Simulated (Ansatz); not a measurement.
```xyz
2

O     0.0000    0.0000    0.0000
H     0.0000    0.0000    2.7160
```

Basis set: pcseg-2 (spherical functions). Charge 0, multiplicity 2.

Computed with Ansatz (development build ahead of 0.2.0); each method stands on the lowest determinant of its kind that the runs found. Restricted functionals stand beside restricted open-shell atoms, which can lie above the unrestricted atoms usual in DFT and then raise those values.

The atomization energy at this shape (free ground-state atoms in the same class of orbitals less the molecule, no zero-point energy) of doublet OH:

```
                      method  atomization energy
         PBE0 (unrestricted)       1.29 kcal/mol
PBE0 (restricted open-shell)     -51.91 kcal/mol
```

Problem. What does UHF give?

Solution. 0.02 kcal/mol. Caution: the shape is not the minimum. Caution for PBE0 (unrestricted), PBE0 (restricted open-shell): charge can spread falsely over distant fragments. Caution for PBE0 (unrestricted), UHF: the unrestricted determinant is a mixture of spin states. Caution for PBE0 (restricted open-shell): an unrestricted determinant lies well below; the molecule lies well above its atoms at this level.
